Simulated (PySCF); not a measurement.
NMR data simulated for an unnamed compound:

1H NMR (400 MHz, computed): δ 7.18 (m, 1H), 6.80 (m, 1H), 6.28 (m, 1H), 5.14 (s, 3H).

13C{1H} NMR (computed): δ 183.1 (C), 177.6 (C), 136.6 (CH2), 128.2 (CH).

Theory: σ from GIAO-PBE0/pcSseg-1, geometry from GFN2-xTB, in PySCF 2.14.0 with density-fitted response routines (gas phase, rapidly exchanging positions averaged, relativity neglected, one conformer).

δ = σ(ref) − σ, references computed at the same level: TMS for 1H, 13C.

Q: Which of these does the molecule contain: a Si–H bond, a non-aromatic C=C double bond, an OH group, a heteroaromatic ring, a Si–CH3 group, an aldehyde?

A: 
- A Si–H bond: yes (δH 5.14 (s)).
- A non-aromatic C=C double bond: yes.
- An OH group: no.
- A heteroaromatic ring: yes.
- A Si–CH3 group: no.
- An aldehyde: no.

The data belong to `C=Cc1nc(O[SiH3])no1`, C$_{4}$H$_{6}$N$_{2}$O$_{2}$Si; they needn't prove each group on their own.

Carbon signals by region: 2 in the far downfield region (above 160 ppm), 2 in the sp2 and nitrile region (100–160 ppm). Above 160 ppm: 183.1, substituted aromatic carbon next to the ring oxygen, 177.6, aromatic carbon bearing oxygen.

Shifts are as computed. Against solution values, carbons near 30 ppm lie about +3 ppm off and those near 130 ppm about +5 ppm. Of 1309 compounds with measured shifts, 239 miss one by over three times the rms of a fit or turn the order of signals round; such compounds aren't used in these exercises. No couplings were computed; multiplicities are counted from neighbouring protons, with m where these are inequivalent, close in shift, in a saturated or five-membered ring or joined by F or P, and br s for small geminal =CH2 splittings.
